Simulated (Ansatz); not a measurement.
Reaction (redistribution): `C#[C][Hf]([F])([Cl])[Cl]` + `[NH2][GeH2][OH]` → `[NH2][Hf]([F])([Cl])[Cl]` + `C#[C][GeH2][OH]`

Calculated with Ansatz (gas phase, PBE0-D4/def2-TZVP geometries, no zero-point term in ΔE). CBS: MP2 limit from def2 TZ/QZ plus the TZ coupled-cluster correction, frozen cores. Functionals use def2-TZVPP. HSE06 is defined as in plane-wave codes. def2 core potentials past Kr. For Ge, Hf outer-core shells are correlated without core-valence functions, which leaves a few kJ/mol of doubt a bond. Scalar relativity is left out up to krypton. One conformer a species, not always the lowest.

(1) Is it downhill or uphill in electronic energy at CCSD(T)/CBS, and by how much? (Estimate.)

(2) What do these levels give: PBE-D4, HSE06-D4, LC-ωPBE, HF/def2-SVP, MP2/def2-TZVPP, CCSD/CBS(def2)? (An estimate is asked.)

Largest T1 diagnostic among the species: 0.015.

Answers

(1) Computed: Downhill: ΔE = -48.8 kJ/mol.

(2) Computed: PBE-D4 -49.2, HSE06-D4 -50.3, LC-ωPBE -56.7, HF/def2-SVP -56.0, MP2/def2-TZVPP -48.9, CCSD/CBS(def2) -50.6 kJ/mol.

Leaving LDA and LC-ωPBE aside and taking each functional with its dispersion term where it has one, the values, not all of them listed here, spread over 9.7 kJ/mol, from CAM-B3LYP-D4 to B97M-V. LDA lies −4.3 kJ/mol from PBE without D4. At CCSD(T), def2-SVP lies −6.4 kJ/mol from the extrapolated value and def2-TZVPP +0.4 kJ/mol.
